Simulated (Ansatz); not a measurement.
The same path of H$_{4}$OSn (6 atoms, charge 0, multiplicity 1) was run twice with different band settings. Lost on the way: Sn1–H4. Made: O2–H4.

The calculation used Ansatz, RKS B3LYP/def2-SVP.

Relaxed end points:

```xyz
6
Properties=species:S:1:pos:R:3
Sn 0.351 -0.017 0.032
O 0.763 -0.124 1.989
H -0.037 -0.172 2.530
H 1.908 0.052 -0.675
H -0.572 1.405 -0.280
H -0.522 -1.425 -0.446
```

```xyz
6
Properties=species:S:1:pos:R:3
Sn 0.082 0.494 -0.870
O 1.242 0.102 1.267
H 0.521 -0.044 1.898
H 1.740 -0.729 1.253
H -1.202 1.096 0.235
H -0.495 -1.200 -0.632
```

Common settings: movable images 7; climbing image yes; optimiser quadratic models (default); start path through a guess of the saddle point; force threshold 0.03 eV/Å; iteration limit 60; end points relaxed.

| run | spring |
| --- | --- |
| 1 | 5.0 eV/Å² |
| 2 | 0.1 eV/Å² |

Question: What does each run give, and how far can it be trusted?

Answer: Run 1: converged after 12 iterations, highest image 1.955 eV above the first end. Beside the main top the profile has a ripple of under 15 meV (maxima at images 1, 4), which may be a very shallow well or noise. Neighbouring images differ by up to 1.6 eV, so the band resolves the path poorly. A vibrational analysis at the climbing image gives one clearly imaginary mode, 1248i cm⁻¹: a first-order saddle point.
Run 2: converged after 11 iterations, highest image 1.955 eV above the first end. Neighbouring images differ by up to 1.6 eV, so the band resolves the path poorly. Another band between the same ends (7 images) ends at a top of the same energy, where a vibrational analysis finds 1 clearly imaginary mode.
The orbitals stay closed-shell, which can raise the energy where a bond breaks towards radicals; this wasn't checked here.
